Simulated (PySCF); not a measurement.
Compound: C2H4N4Si.
Geometry (GFN2-xTB, Å), atoms numbered from 1 in this order:
```xyz
11
C2H4N4Si angstrom
N      2.6404   -1.5268    0.3521
C      1.6547   -0.9573    0.2396
Si     0.0427   -0.0302    0.0565
N      0.3648    1.6375   -0.1301
N     -0.7529   -0.7994   -1.2577
C     -0.8440   -0.1575    1.7029
N     -1.4256   -0.2630    2.6830
H     -0.2484    2.3438    0.2374
H      0.9044    1.9795   -0.9063
H     -0.7229   -1.7996   -1.3690
H     -1.6079   -0.4244   -1.6345
```

Computed with PySCF 2.14.0, density-fitted response routines, TDDFT PBE0/def2-SVPD, vertical, gas phase, core orbitals frozen in the response.

Frontier orbitals with the atoms that hold most of them (Löwdin shares over 4%, at most four atoms; ? is withheld):

| orbital | ε (eV) | atoms |
| --- | --- | --- |
| LUMO+2 | 0.10 | Si3 29%, C2 10%, H11 9%, N1 8% |
| LUMO+1 | -0.98 | C6 17%, Si3 17%, C2 16%, N7 16% |
| LUMO | -1.32 | ? |
| HOMO | -8.64 | N5 36%, N4 35%, Si3 7% |
| HOMO-1 | -8.95 | ? |
| HOMO-2 | -10.17 | N1 29%, N7 27%, C2 22%, C6 20% |
| HOMO-3 | -10.37 | N1 32%, C2 27%, N7 19%, C6 16% |

Give the leading atoms of the HOMO-1.

N4 (bonded to Si and 2 H) 35%; N5 (bonded to Si and 2 H) 35%; Si3 (bonded to 2 C and 2 N) 11%. By element: nitrogen 70% or more, silicon 11%.

Which atoms hold the LUMO, and with what shares?

Si3 (bonded to 2 C and 2 N) 22%; C6 (bonded to N and Si) 17%; N7 (bonded to C) 17%; C2 (bonded to N and Si) 16%. By element: carbon 33%, silicon 22%, nitrogen 17% or more.

How does S1 compare with the orbital gap of 7.32 eV?

S1 is at 6.04 eV (f = 0.018), 1.29 eV below the gap, made of HOMO→LUMO (97%). 

One configuration dominates each of S1, S2, S3 and S4. Which, and how do the shares of the two leading atoms of either orbital change from the occupied to the empty one?

- S1 (6.04 eV, f 0.018), HOMO→LUMO (97%): N5 36% → at most 16%, N4 35% → at most 16%, Si3 7% → 22%, C6 at most 4% → 17%
- S2 (6.31 eV, f 0.0040), HOMO-1→LUMO (94%): N4 35% → at most 16%, N5 35% → at most 16%, Si3 11% → 22%, C6 at most 4% → 17%
- S3 (6.44 eV, f 0.042), HOMO→LUMO+1 (87%): N5 36% → at most 16%, N4 35% → at most 16%, C6 at most 4% → 17%, Si3 7% → 17%
- S4 (6.79 eV, f 0.024), HOMO-1→LUMO+1 (88%): N4 35% → at most 16%, N5 35% → at most 16%, C6 at most 4% → 17%, Si3 11% → 17%

Löwdin shares depend on the basis, the more so with diffuse functions.

Hardware: Arm Neoverse V1, one thread, no GPU, on a shared host. Cost: 34 s (with the writing of density and orbital grids), 0.66 GiB resident at most.

One conformer stands for the species.
